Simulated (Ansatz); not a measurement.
Input and output for CH2BFS, SMILES `FB1CS1`.

```yaml
crystal:
  periodic: [false, false, false]
  atoms:
    - {symbol: F, position_ang: [-0.258238, -2.057131, 0.324277]}
    - {symbol: B, position_ang: [-0.272899, -0.819839, -0.034393]}
    - {symbol: C, position_ang: [0.387444, 0.513493, 0.108591]}
    - {symbol: S, position_ang: [-1.288818, 0.370935, -0.772241]}
    - {symbol: H, position_ang: [1.169911, 0.769645, -0.604470]}
    - {symbol: H, position_ang: [0.329364, 1.167860, 0.987044]}
basis:
  gaussian: {orbitals: cc-pVTZ}
hamiltonian: {xc: {name: RPBE}, dispersion: d3bjatm}
accuracy: high
```

```sh
$ ansatz run in.yaml --threads 2 --pin off --events-out ev --progress --plain --max-ram 4352MiB
```

Output, abridged:

```
Functional definition: RPBE
2581 factors; integrals over basis functions are off by at most 3.4e-9 eV
mean field evaluation 1: about -15290.8452 eV, gradient 6.5e1 eV
mean field evaluation 2: about -15265.7208 eV, gradient 1.1e2 eV
mean field evaluation 4: about -15299.9455 eV, gradient 1.2e1 eV
mean field evaluation 8: about -15300.3596 eV, gradient 3.7e-1 eV
mean field evaluation 16: about -15300.3598 eV, gradient 3.1e-5 eV
mean field -15300.35982046 eV, -562.2778524455 hartree, gradient 4.8e-8 eV, S^2 0.000000; 0 other end points of the search recorded, 0 dependent functions left out
reference -15300.35982361 eV, -562.2778525614 hartree; 19, 19 occupied and 133, 133 virtual orbitals, 2581 factors
Total energy: -15301.07442915 eV, -562.3041138305 hartree
```

Hardware: 2 threads of an Arm Neoverse V1 on a shared host. Wall time 6.5 s, peak host memory 0.48 GiB.
